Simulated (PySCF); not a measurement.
Species: C₄H₁₂FSi₂ (doublet state).
Geometry (GFN2-xTB, Å), atoms numbered from 1 in this order:
```
atom  x, y, z in Å
C1    -0.7421   -1.0663   -1.1857
C2    -0.6016    0.1653   -0.2937
C3    -1.6220    1.2232   -0.7081
C4    -0.8779   -0.2619    1.1432
F5    -0.5158    0.7315    2.0292
Si6    1.2014    0.8788   -0.3534
Si7    2.7685   -0.4196    0.6890
H8    -0.0063   -1.8251   -0.9254
H9    -0.5967   -0.7934   -2.2282
H10   -1.7345   -1.5077   -1.0858
H11   -1.4125    1.5836   -1.7130
H12   -1.5908    2.0701   -0.0261
H13   -2.6319    0.8112   -0.6954
H14   -0.2900   -1.1447    1.4179
H15   -1.9420   -0.4603    1.3205
H16    1.0603    2.3075   -0.0239
H17    2.8090   -0.5479    2.1525
H18    2.6231   -1.7986    0.1936
H19    4.0920    0.0636    0.2853
```

The hyperfine couplings belong to this conformer and change with its torsions.

As a line formula: `CC(C)(CF)[SiH][SiH3]` [radical].

Theory: UKS B3LYP, pcH-1 on C F H Si, non-relativistic, mean-field spin-orbit, GIAO in PySCF. Geometry: GFN2-xTB, one conformer, isolated molecule. A GFN2-xTB geometry isn't a minimum of the functional, and hyperfine couplings can be far from their values at a DFT geometry, by a factor of two or more for some ions and for spin on atoms past the first row. Stability of the SCF solution: not tested.

(1) Where do the isotropic ENDOR lines of C4, C2, C1/C3, F5, H17/H18/H19, H16, H14/H15, Si6 and Si7 fall at 1215.4 mT, to first order?

(2) Which pairs are centred on the nuclear Larmor frequency, and which on half the coupling?

## Answers

(1) ν± = |νn ± a/2|, one line for each electron-spin manifold; νn = |g_N| × 7.62259 MHz/T × B.

```
     nuclei  isotope      g_N  νn (MHz)  a_iso (MHz)  lower line (MHz)  upper line (MHz)
         C4      13C   1.4048     13.01        15.17              5.43             20.60
         C2      13C   1.4048     13.01         8.34              8.84             17.19
      C1/C3      13C   1.4048     13.01         5.38             10.33             15.70
         F5      19F   5.2577     48.71        83.36              7.03             90.39
H17/H18/H19       1H   5.5857     51.75        25.59             38.95             64.54
        H16       1H   5.5857     51.75        21.14             41.18             62.32
    H14/H15       1H   5.5857     51.75         6.01             48.74             54.75
        Si6     29Si  -1.1106     10.29      -358.62            169.02            189.60
        Si7     29Si  -1.1106     10.29       -38.47              8.95             29.52
```

The rows for 13C and 29Si, of low natural abundance, apply to labelled samples.

(2) Centred on νn, since |a| < 2νn: C4, C2, C1/C3, F5, H17/H18/H19, H16 and H14/H15. Centred on |a|/2 and split by 2νn: Si6 and Si7.

Nuclei that the bonding pattern makes equivalent are averaged, as if the motion that swaps them (rotation, inversion, ring flip) were fast. The three 1H nuclei of mean +25.6 MHz run from -2.8 to 78.6 MHz in the frozen geometry. The 13C value of +5.4 MHz is a mean of couplings from -0.3 to 11.0 MHz in this one geometry, not an average over conformers. The 1H value of +6.0 MHz is a mean of couplings from 1.0 to 11.0 MHz in this one geometry, not an average over conformers.

The largest Mulliken spin population is on Si6 (+0.96). The angles at Si6 add up to 340.5°, so it is pyramidal.
